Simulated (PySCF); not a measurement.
Two species compared at the same levels of theory.

First species: C5H7F3O.
SMILES: `C[C@@H]1OC[C@H]1C(F)(F)F`

Second species: C₃H₈N₂O₂Si.
SMILES: `CO[Si@@H](N)OCC#N`

Levels: PBE0/def2-SVPD for dipole moment, HOMO energy, LUMO energy, HOMO–LUMO gap, static isotropic polarisability and electronic spatial extent ⟨r²⟩ about the centre of nuclear charge; TDDFT PBE0/def2-SVPD for lowest singlet excitation; TDA PBE0/def2-SVPD for lowest triplet excitation (Tamm–Dancoff); GFN2-xTB for rotational constant A and rotational constant C. Geometries: GFN2-xTB. Each species is one conformer at its optimised geometry, gas phase, non-relativistic unless stated. Electronic properties by PySCF.

The conformers computed, where there is a choice (atom-mapped SMILES and torsion angles):
- `[CH3:1][C@@H:2]1[O:3][CH2:4][C@H:5]1[C:6]([F:7])([F:8])[F:9]`: C4–C5–C6–F7 48°
- `[CH3:1][O:2][Si@@H:3]([NH2:4])[O:5][CH2:6][C:7]#[N:8]`: C1–O2–Si3–N4 -172°, O2–Si3–O5–C6 -177°, Si3–O5–C6–C7 -86°, H–N4–Si3–O2 62°, H–N4–Si3–O2 -71°

Values for the first species:

* Dipole moment: 1.80 D
* HOMO energy: -7.76 eV
* LUMO energy: 0.63 eV
* HOMO–LUMO gap: 8.39 eV
* Lowest singlet excitation: 7.16 eV
* Lowest triplet excitation (Tamm–Dancoff): 6.86 eV
* Static isotropic polarisability: 63.7 au
* Electronic spatial extent ⟨r²⟩ about the centre of nuclear charge: 1154 bohr²
* Rotational constant A: 2.691 GHz
* Rotational constant C: 1.040 GHz

**Question.** Estimate the same properties for the second species, and the change in each.

**Answer.** 
```csv
property,first,second,second less first
dipole moment,1.80 D,3.77 D,+1.97 D
HOMO energy,-7.76 eV,-8.18 eV,-0.42 eV
LUMO energy,0.63 eV,0.02 eV,-0.61 eV
HOMO–LUMO gap,8.39 eV,8.20 eV,-0.19 eV
lowest singlet excitation,7.16 eV,7.04 eV,-0.12 eV
lowest triplet excitation (Tamm–Dancoff),6.86 eV,6.32 eV,-0.54 eV
static isotropic polarisability,63.7 au,77.9 au,+14.2 au
electronic spatial extent ⟨r²⟩ about the centre of nuclear charge,1154 bohr²,1395 bohr²,+241 bohr²
rotational constant A,2.691 GHz,2.666 GHz,-0.025 GHz
rotational constant C,1.040 GHz,0.835 GHz,-0.205 GHz
```

On the first: The vertical singlet–triplet gap S1 − T1 is 0.30 eV (TDDFT singlet less Tamm–Dancoff triplet; S1: HOMO→LUMO, weight 0.66; T1: HOMO→LUMO+1, weight 0.31, beside HOMO→LUMO+2, weight 0.28). The principal polarisabilities are 57.1, 63.8 and 70.1 au; their mean is the isotropic value.

On the second: The polarisability is 11.54 Å³ as a volume (1 au = 0.148185 Å³), or 1.11 au for each of the 70 electrons. The vertical singlet–triplet gap S1 − T1 is 0.72 eV (TDDFT singlet less Tamm–Dancoff triplet).
